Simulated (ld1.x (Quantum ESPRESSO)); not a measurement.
B: TM pseudisation with PBE, scalar-relativistic reference atom.

| Item | Value |
| --- | --- |
| Element | B |
| Generator | ld1.x (Quantum ESPRESSO) 7.5 |
| Type | norm-conserving Troullier–Martins (Kleinman–Bylander form) |
| Functional | PBE |
| Relativity | scalar-relativistic |
| Frozen core | [He] |
| Valence charge | 3 |
| Reference configuration | 2s1.5 2p1.5 |
| Partial waves | 2s (bound): rc 1.65 bohr; 2p (bound): rc 1.80 bohr |
| Local potential | all-electron potential smoothed inside 1.40 bohr (lloc = -1) |
| Core correction | none |

(1) Estimate the cutoffs (Ry, on a coarse ladder) from which the occupation-weighted sum of valence levels, in a spherical-Bessel basis at the reference potential, stays within 10 and 1 mRy of its value at 400 Ry.

(2) Does the potential have ghost states?

(3) Tests: 2s2 2p1; 2s2 2p0; 2s1 2p0; 2s1 2p1; 2s0 2p3; 2s1 2p2; 2s2 2p0.5. Which has the largest error in its energy relative to the reference configuration, and how large is it?

Results:

(1) 25 Ry and 45 Ry.

(2) No extra level below or beside the all-electron valence levels (s, p, d, f tested).

(3) 2s1 2p0, with +141 meV (all-electron minus pseudo) on +30.72 eV.
